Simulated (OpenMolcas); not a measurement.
Pd2+ in CaO: curves along the breathing mode

Pd2+ with its 6 nearest oxide ions, on the Ca site of CaO (a = 4.8105 Å, distance in the model lattice 2.405 Å). The rest of the host is ab initio model potentials to 7.6 Å, with orthogonalisation functions on the cations behind the ligands, and point charges beyond; the distance is set by hand and nothing relaxes. Ligand basis ANO-RCC-VDZP.

```yaml
Program: OpenMolcas
Method: CASSCF
Basis: ANO-RCC-VDZP [6s5p3d1f]
Scalar_Hamiltonian: DKH2, point nucleus
Active_space: 8 electrons in 5 orbitals (4d)
State_averaging: 2S+1 = 3 even, 10 roots; 2S+1 = 1 even, 15 roots
Spin-orbit_coupling: RASSI with atomic mean-field integrals over the reference wave functions
```

Spin-free energies (labels of O, the rotations of Oh) in cm-1 above the lowest fitted minimum, as all ligands move together:

```json
{"R (Å)": "2.146", "3A2": "13320", "1E": "25720", "3T2": "31130", "1A1": "35350", "3T1": "38960", "1T2": "43040", "1T1": "46800"}
{"R (Å)": "2.197", "3A2": "6280", "1E": "18640", "3T2": "22800", "1A1": "28090", "3T1": "30440", "1T2": "34680", "1T1": "38460"}
{"R (Å)": "2.247", "3A2": "2030", "1E": "14320", "3T2": "17460", "1A1": "23590", "3T1": "24900", "1T2": "29280", "1T1": "33080"}
{"R (Å)": "2.298", "3A2": "140", "1E": "12340", "3T2": "14620", "1A1": "21430", "3T1": "21870", "1T2": "26370", "1T1": "30170"}
{"R (Å)": "2.348", "3A2": "510", "1E": "12580", "3T2": "14190", "1A1": "21500", "3T1": "21250", "1T2": "25840", "1T1": "29640"}
{"R (Å)": "2.399", "3A2": "3020", "1E": "14950", "3T2": "16010", "1A1": "23700", "3T1": "22900", "1T2": "27530", "1T1": "31330"}
{"R (Å)": "2.449", "3A2": "7530", "1E": "19290", "3T2": "19940", "1A1": "27880", "3T1": "26670", "1T2": "31310", "1T1": "35090"}
```

Cubic fits give the following; the wavenumber is harmonic, with the mass of all moving ligands, small differences in it between states hang on the degree of the fit, a number in brackets counts states of one label, and the table is a selection of at most 14 states with clean curves.

| State | R0 (Å) | Breathing mode (cm-1) | Minimum (cm-1) |
| --- | --- | --- | --- |
| 3A2 | 2.314 | 555 | 0 |
| 1E | 2.317 | 551 | 12160 |
| 3T2 | 2.332 | 564 | 14070 |
| 1A1 | 2.321 | 550 | 21180 |
| 3T1 | 2.336 | 563 | 21180 |
| 1T2 | 2.334 | 560 | 25750 |
| 1T1 | 2.334 | 559 | 29550 |
| 3T1(2) | 2.344 | 573 | 32950 |
| 1E(2) | 2.346 | 575 | 42200 |
| 1T2(2) | 2.346 | 574 | 42260 |
| 1A1(2) | 2.346 | 568 | 61570 |

The minimum of 3T2 is shifted by +0.0178 Å against 3A2 (from the unrounded fits). With M = 96.0 u for the moving shell, the Huang-Rhys factor in this mode is S = M ω ΔR² / 2ħ = 0.01483 × 96.0 × 555 × 0.0178² = 0.25. Only the first shell moves, against a rigid host.

Without dynamic correlation the repulsion within the d shell is too large (B by tens of per cent), so at a given field states of lower spin stand too high. Real 4d8 and 5d8 ions are as a rule square planar and diamagnetic. With metal d orbitals alone the field can be off either way by tens of per cent. Ligand-to-metal charge-transfer states are missing. With no ligand orbital active B as a rule stays too high, so bands that hang on it stand too high and its fall with covalency is understated. The least metal-like active orbital is 82 % on the metal (Löwdin) and no ligand orbital is active, so the numbers are rough (holds for R = 2.146; R = 2.197; R = 2.247; R = 2.298; R = 2.348; R = 2.399). The least metal-like active orbital is 81 % on the metal (Löwdin) and no ligand orbital is active, so the numbers are rough (holds for R = 2.449). No measured value stands beside these numbers.
